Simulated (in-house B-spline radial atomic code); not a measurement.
Successive ionisation energies of bismuth; each step leads to the configuration of the next row (after the last: [Kr] 4d3/2(4) 4d5/2(4)). Dirac energy differences include first-order Breit, QED and recoil terms. NIST's values go from ground level to ground level; the uncertainty of those that are theory runs from under 0.1 % in few-electron ions to several per cent in heavy many-electron ones. Computed with a B-spline radial code for spherical atoms: Dirac-Hartree-Fock, jj configuration that fills j = l - 1/2 first, finite nuclei.

A number in brackets counts the electrons of a j subshell.

| ion | configuration | ionisation energy (eV) | tabulated value (eV) | tabulated kind | computed minus tabulated (eV) | highest orbital | largest mean radius (bohr) |
| --- | --- | --- | --- | --- | --- | --- | --- |
| Bi30+ | [Kr] 4d10 4f5/2(6) 4f7/2(1) | 1099.9 | 1120 | tabulated theory | -20.1 | 4f7/2 | 0.39739 |
| Bi31+ | [Kr] 4d10 4f5/2(6) | 1171.0 | 1180 | tabulated theory | -9.0 | 4f5/2 | 0.39451 |
| Bi32+ | [Kr] 4d10 4f5/2(5) | ? | ? | tabulated theory | ? | ? | ? |
| Bi33+ | [Kr] 4d10 4f5/2(4) | 1290.1 | 1310 | tabulated theory | -19.9 | 4f5/2 | 0.38837 |
| Bi34+ | [Kr] 4d10 4f5/2(3) | ? | ? | tabulated theory | ? | ? | ? |
| Bi35+ | [Kr] 4d10 4f5/2(2) | 1413.3 | 1440 | tabulated theory | -26.7 | 4f5/2 | 0.38233 |
| Bi36+ | [Kr] 4d10 4f5/2(1) | 1476.4 | 1500 | tabulated theory | -23.6 | 4f5/2 | 0.37936 |
| Bi37+ | [Kr] 4d10 | 1783.2 | 1784 | tabulated theory | -0.8 | 4d5/2 | 0.37714 |
| Bi38+ | [Kr] 4d3/2(4) 4d5/2(5) | 1843.3 | 1840 | tabulated theory | 3.3 | 4d5/2 | 0.37531 |

Fill in the row of Bi32+.

ionisation energy (eV): 1230.0; tabulated value (eV): 1250; computed minus tabulated (eV): -20.0; highest orbital: 4f5/2; largest mean radius (bohr): 0.39143.

Fill in the row of Bi34+.

ionisation energy (eV): 1351.2; tabulated value (eV): 1380; computed minus tabulated (eV): -28.8; highest orbital: 4f5/2; largest mean radius (bohr): 0.38533.
